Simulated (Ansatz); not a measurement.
`BO[SiH2]Br` + `[NH2][AlH2]` → `[AlH2][NH][SiH2]Br` + `BO` at 700 K and 1 bar (ligand exchange at the Si–O bond).

Isolated molecules relaxed with PBE0-D4/def2-TZVP in Ansatz; ΔE leaves out vibrations. CCSD(T)/CBS is the MP2 limit (def2-TZVPP, def2-QZVPP) plus CCSD(T) − MP2 in def2-TZVPP, frozen cores. This one scheme is used for every species. For Br outer-core shells are correlated without core-valence functions, which leaves a few kJ/mol of doubt a bond. Scalar relativity is left out up to krypton. Each species was taken in one conformer, which may not be the lowest.

| species | CCSD(T)/CBS energy (Eh) | H − E (kJ/mol) | S (J/(mol·K)) |
| --- | --- | --- | --- |
| `BO[SiH2]Br` | -2964.89003 | 181.2 | 433.6 |
| `[NH2][AlH2]` | -299.14566 | 147.5 | 319.0 |
| `[AlH2][NH][SiH2]Br` | -3162.22405 | 203.3 | 472.3 |
| `BO` | -101.80414 | 126.4 | 277.4 |

H − E and S are ideal-gas, rigid-rotor, harmonic terms from PBE0-D4/def2-TZVP, for one conformer and one mirror image of each species. 1 Eh = 2625.50 kJ/mol, R = 8.31446 J/(mol·K).

**Question.** By hand: ΔE, ΔH, ΔS and ΔG.

**Answer.** ΔE = (-3162.22405) + (-101.80414) − (-2964.89003) − (-299.14566) = 0.00750 Eh = 19.7 kJ/mol. Δ(H − E) = 203.3 + 126.4 − 181.2 − 147.5 = 1.0, so ΔH = 20.7 kJ/mol. ΔS = 472.3 + 277.4 − 433.6 − 319.0 = -2.9 J/(mol·K). ΔG = 20.7 − 700 × (-2.9)/1000 = 22.7 kJ/mol.

**Question.** By hand: the equilibrium constant, and the temperature at which ΔG would vanish if ΔH and ΔS stayed fixed.

**Answer.** log₁₀ K = −ΔG/(RT ln 10) = -1.7. ΔH and −TΔS have one sign here, so there is no such temperature.

The number of gas molecules stays the same, so ΔS is small and ΔH decides. A doubt of 5 kJ/mol in ΔE shifts log₁₀ K by 0.4 here. Other conformers and mirror images would add mixing entropy, several J/(mol·K) or more a flexible species. Modes under 60 cm⁻¹, often nearly free rotors, make the harmonic entropy too high. These are equilibria of isolated gas molecules and say nothing of rates. Largest T1 diagnostic: 0.014 (customary marks: 0.02 for closed shells, 0.045 for open ones).

ΔS is within the doubt of such terms, so its sign, and with it that verdict, could turn.
